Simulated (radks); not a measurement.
Problem. The selenium ion Se11+ is in [Ar] 3d5. Calculated with a radial shooting solver on a logarithmic mesh with Libxc functionals: scalar-relativistic Kohn-Sham, r2SCAN, spin-polarised, spherical densities, finite nucleus; meta-GGA in the generalised Kohn-Sham scheme; Fermi nuclear charge, rms radius of each element as measured or else 0.836 A^(1/3) + 0.57 fm. Open shells are filled with parallel spins first. One electron is removed from 3s, 2p, 3d, 3p in turn, with full relaxation. Which removal costs least, and what does each cost?

Solution. 3d 345.09 eV; 3p 431.84 eV; 3s 495.80 eV; 2p 1767.7 eV. The 3d electron leaves first.
